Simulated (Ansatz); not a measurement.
Ansatz (a program for electronic structure) input (BLYP/def2-TZVPD):

Ansatz 0.2 input:
```yaml
crystal:
  periodic: [false, false, false]
  atoms:
    - {symbol: Se, position_ang: [0.04635993, 0.01112082, 0.51766267]}
    - {symbol: F, position_ang: [0.55151534, 1.05798314, -0.93005860]}
    - {symbol: F, position_ang: [-0.72665283, -1.09999510, -1.02555591]}
basis:
  gaussian:
    orbitals: def2-TZVPD
hamiltonian:
  xc: {name: BLYP}
total_charge: -1
magnetization: {spin_polarized: true, initial_magnetization: 1}
output: {forces: true}
```

End of the output:

```
integrals: 0.05 GiB planned
817 factors; their error is unknown
mean field: 0.48 GiB planned
mean field evaluation 1: about -70783.3038 eV, gradient 3.4e1 eV
mean field evaluation 2: about -70771.6917 eV, gradient 7.1e1 eV
mean field evaluation 4: about -70787.0654 eV, gradient 8.4e0 eV
mean field evaluation 8: about -70787.3049 eV, gradient 4.0e-2 eV
mean field evaluation 16: about -70787.2924 eV, gradient 1.6e-5 eV
mean field evaluation 32: about -70786.8585 eV, gradient 3.3e0 eV
mean field -70787.29238777 eV, -2601.3850139006 hartree, gradient 1.6e-5 eV, S^2 0.751890; 1 other end points of the search recorded, 0 dependent functions left out
the calculation of the forces begins
reference -70787.29266141 eV, -2601.3850239564 hartree; 27, 26 occupied and 110, 111 virtual orbitals, 817 factors
Total energy: -70787.29266141 eV, -2601.3850239564 hartree
Atom 0 at     0.046360     0.011121     0.517663 Å, force    -0.048900    -0.152057     0.528514 eV/Å
Atom 1 at     0.551515     1.057983    -0.930059 Å, force     0.166952     0.331324    -0.366203 eV/Å
Atom 2 at    -0.726653    -1.099995    -1.025556 Å, force    -0.118053    -0.179268    -0.162312 eV/Å
Dipole moment:     0.101889     0.115895     0.437412 e Å
```
